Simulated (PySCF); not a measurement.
## How methods differ on the ionisation energy of Cd⁴⁵⁺

Cd⁴⁵⁺ [He] 2s1 [2s1/2^1, M_J = 1/2] → Cd⁴⁶⁺ 1s2, as a difference of total energies. Calculation: PySCF 2.14, in an even-tempered Gaussian basis (17 s from 24 bohr⁻², ratio 2.4; 12 p from 31 bohr⁻², ratio 2.4; 5 d from 96 bohr⁻², ratio 2.6; 4 f from 140 bohr⁻², ratio 2.6); the two-component X2C-1e Hamiltonian. Correlated levels: nothing frozen; the 32 highest virtual spinors dropped. "Screened" scales the spin-orbit matrix elements by Boettger's factors to mimic the two-electron term; Breit and QED terms are absent.

```csv
method,ionisation energy (eV),difference from reference (eV)
GHF (screened spin-orbit),7613.6,+5.7
GMP2 (screened spin-orbit),7613.8,+5.9
```

Reference: 7607.9 eV (theoretical estimate listed by NIST; NIST Atomic Spectra Database, ionization energies).

For this ion Breit and QED terms and the two-electron picture change, all absent here, outweigh the correlation shift from GHF to GMP2.
